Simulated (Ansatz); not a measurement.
Geometry optimisation, RKS B3LYP-D4/def2-SVP (Ansatz).

The input (input.yaml):

```yaml
crystal:
  periodic: [false, false, false]
  atoms:
    - { symbol: Ge, position_ang: [-0.6759, 1.1788, 0.187] }
    - { symbol: C, position_ang: [0.127, -0.3065, -0.6857] }
    - { symbol: C, position_ang: [0.8931, -1.1462, 0.2156] }
    - { symbol: Te, position_ang: [-0.8508, -2.1471, -0.3022] }
    - { symbol: H, position_ang: [-1.9028, 1.7035, -0.7206] }
    - { symbol: H, position_ang: [-1.2574, 0.824, 1.5691] }
    - { symbol: H, position_ang: [0.3369, 2.3686, 0.3403] }
    - { symbol: H, position_ang: [0.5946, -0.1636, -1.7095] }
    - { symbol: H, position_ang: [0.9824, -0.7818, 1.3245] }
    - { symbol: H, position_ang: [1.836, -1.5807, -0.2155] }
basis:
  gaussian: { orbitals: def2-SVP }
hamiltonian:
  xc: b3lyp
  dispersion: d4
relax:
  f_tol: 0.015
  max_steps: 40
```

Command:

```bash
$ ansatz run input.yaml --threads 2 --pin off --max-ram 3072MiB --backend cpu --events-out ev --progress --plain --runs-dir out
```

Question: Where does it end, and by what steps?

Answer: It converged. After 6 steps the energy has fallen by 0.526 eV; H9 moved furthest, 0.25 Å.

```json
{"step": "0", "energy less start (eV)": "0.0000", "largest force component (eV/Å)": "2.966", "accepted": "yes"}
{"step": "1", "energy less start (eV)": "-0.4656", "largest force component (eV/Å)": "0.843", "accepted": "yes"}
{"step": "2", "energy less start (eV)": "-0.5145", "largest force component (eV/Å)": "0.228", "accepted": "yes"}
{"step": "3", "energy less start (eV)": "-0.5218", "largest force component (eV/Å)": "0.131", "accepted": "yes"}
{"step": "4", "energy less start (eV)": "-0.5123", "largest force component (eV/Å)": "0.278", "accepted": "no"}
{"step": "5", "energy less start (eV)": "-0.5260", "largest force component (eV/Å)": "0.021", "accepted": "yes"}
{"step": "6", "energy less start (eV)": "-0.5263", "largest force component (eV/Å)": "0.005", "accepted": "yes"}
```

```xyz
10
Properties=species:S:1:pos:R:3
Ge -0.730 1.296 0.167
C 0.213 -0.246 -0.597
C 0.971 -1.174 0.239
Te -0.896 -2.193 -0.433
H -1.954 1.637 -0.700
H -1.155 0.928 1.599
H 0.225 2.515 0.202
H 0.565 -0.130 -1.627
H 0.976 -1.036 1.324
H 1.868 -1.648 -0.170
```

Whether the end is a true minimum wasn't checked by a vibrational analysis.

Run time: 30 s on 2 threads of Intel(R) Xeon(R) Platinum 8488C (Sapphire Rapids), with other jobs on the host, peak memory 0.34 GiB.
